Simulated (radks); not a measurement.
Results of a calculation; reference values are marked as such.
Tb2+, configuration [Xe] 4f9.

Level of theory: scalar-relativistic Kohn-Sham, LDA (Slater exchange, VWN5 correlation), spin-polarised, spherical densities, point nucleus; open shells are filled with parallel spins first (spin-orbit coupling, left out, can overturn this in heavy ions); hard spherical wall at 4 bohr (a radial shooting solver on a logarithmic mesh with Libxc functionals).

Energy parts (eV):
part                      energy
total                 -318392.06
kinetic                342642.92
electron-nucleus      -777566.07
Hartree                123282.69
exchange-correlation    -6751.60

Orbitals (lengths in bohr, moments of r in powers of bohr; <r^-3> diverges for s and p1/2; r(max) is where P^2 peaks):
orbital  occ.  eigenvalue (eV)      <r^4>  <r^-3>   r(max)
1s up       1        -51826.10  1.065e-06       -  0.01365
1s down     1        -51826.10  1.065e-06       -  0.01365
2s up       1        -8602.339  0.0001685       -  0.07756
2s down     1        -8602.264  0.0001685       -  0.07756
2p up       3        -7648.430  0.0001263   12090  0.06281
2p down     3        -7648.376  0.0001263   12090  0.06281
3s up       1        -1917.614   0.006497       -   0.2200
3s down     1        -1915.706   0.006483       -   0.2199
3p up       3        -1623.453   0.006817    2552   0.2160
3p down     3        -1621.559   0.006798    2556   0.2159
3d up       5        -1239.222   0.005413   343.2   0.1764
3d down     5        -1237.744   0.005390   343.8   0.1763
4s up       1        -390.8257     0.1601       -   0.5049
4s down     1        -386.6850     0.1603       -   0.5047
4p up       3        -293.9440     0.2110   572.5   0.5272
4p down     3        -289.8500     0.2116   571.7   0.5270
4d up       5        -160.9719     0.3352   64.21   0.5469
4d down     5        -156.9619     0.3387   64.02   0.5468
4f up       7         -17.3519      2.543   8.409   0.5546
4f down     2         -13.8963      3.122   8.079   0.5572
5s up       1         -61.6657      5.661       -    1.179
5s down     1         -59.5884      5.927       -    1.187
5p up       3         -38.7040      10.49   75.68    1.343
5p down     3         -37.1448      11.06   72.30    1.359
5d up       0         -11.4853      26.65   5.049    1.835
5d down     0         -10.6672      27.67   4.774    1.872
6s up       0          -6.4223      51.22       -    2.594
6s down     0          -5.8047      51.75       -    2.610
6p up       0           3.7317      57.09   41.85    2.784
6p down     0           4.4230      57.34   42.16    2.798

The highest occupied level is 4f down at -13.896 eV. Spin moment in Bohr magnetons: 5.
